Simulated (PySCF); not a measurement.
The numbers below are computed, except where a source is named.
A d2 ion sits in a regular tetrahedral field with 10Dq = 4939 cm⁻¹, B = 877 cm⁻¹ and C = 3359 cm⁻¹.

Question: Which are the lowest 11 multiplets of ligand-field theory, and at what energies?

Answer: 
| state | E / cm⁻¹ | E/B | CASSCF root / cm⁻¹ |
| --- | --- | --- | --- |
| 3A2 | 0 | 0.0 | 0 |
| 3T2 | 4939 | 5.6 | 5407 |
| 3T1 | 8521 | 9.7 | 9270 |
| 1E | 12936 | 14.7 | 13451 |
| 1T2 | 17376 | 19.8 | 18041 |
| 3T1 | 19455 | 22.2 | 20049 |
| 1A1 | 20370 | 23.2 | 21281 |
| 1T1 | 22184 | 25.3 | 22586 |
| 1E | 25290 | 28.8 | 25375 |
| 1T2 | 25789 | 29.4 | 26612 |
| 1A1 | 49563 | 56.5 | 49928 |

Δ/B = 5.6 on the Tanabe–Sugano diagram. The parameters were fitted to the CASSCF roots of [VBr4]-, shown in the last column; over these levels the model misses the roots by 576 cm⁻¹ rms. CASSCF lacks dynamic correlation, so its B and C lie well above those fitted to measured bands.
